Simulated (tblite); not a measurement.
Compound: C₈H₉F₃O.
Numbering: `[CH2:1]=[C:2]=[C:3]([CH2:4][CH2:5][CH3:6])[C:7](=[O:8])[C:9]([F:10])([F:11])[F:12]` (hydrogens: H13, H14 on C1; H15, H16 on C4; H17, H18 on C5; H19, H20, H21 on C6)

Structure optimised with GFN2-xTB, isolated species.

**Question.** What internal coordinates does the optimisation give?

**Answer.** 
```tsv
bond	length (Å)
C1=C2	1.286
C2=C3	1.316
C3–C4	1.509
C4–C5	1.532
C5–C6	1.523
C3–C7	1.457
C7=O8	1.205
C7–C9	1.558
C9–F10, C9–F11	1.345
C9–F12	1.331
C1–H13, C1–H14	1.078
C4–H15, C4–H16	1.091
C5–H17, C5–H18	1.092
C6–H19, C6–H20, C6–H21	1.087
```

Bonds in one row agree within 0.01 Å and their mean is given. A selection of angles:
```tsv
angle	degrees
C1–C2–C3	178.8
C2–C3–C4	122.7
C2–C3–C7	121.0
C4–C3–C7	116.3
C3–C4–C5	110.8
C4–C5–C6	111.3
C3–C7–O8	126.1
C3–C7–C9	114.5
O8–C7–C9	119.4
C7–C9–F10	111.8
F10–C9–F11	106.5
```

Torsions: C2–C3–C4–C5 -97° (anticlinal); C3–C4–C5–C6 -178° (antiperiplanar); C2–C3–C7–O8 -178° (antiperiplanar); C3–C7–C9–F10 59° (synclinal). The mirror-image conformer, all signs reversed, is as good.

The C–C distances run from 1.286 Å (C1=C2, drawn double) to 1.558 Å (C7–C9, drawn single), a spread of 0.272 Å. Of the pairs four or more bonds apart, C2···F11 is among the closest relative to their van der Waals radii: 2.82 Å, 89 % of the sum of Bondi's values.

Point group: C1 (no symmetry element, even within 0.4 Å). Its GFN2-xTB frequencies are all real (lowest 36 cm⁻¹). The numbers are those of one conformer. 3 starts were optimised and ended at 0.00, 0.01 and 0.20 kcal/mol (GFN2-xTB); the lowest of these is shown.

Hardware: an Arm Neoverse N1 with one thread, no GPU (shared host). Cost: 2.1 s wall. That covers the optimisation of the geometry.

All values are computed, not measured.
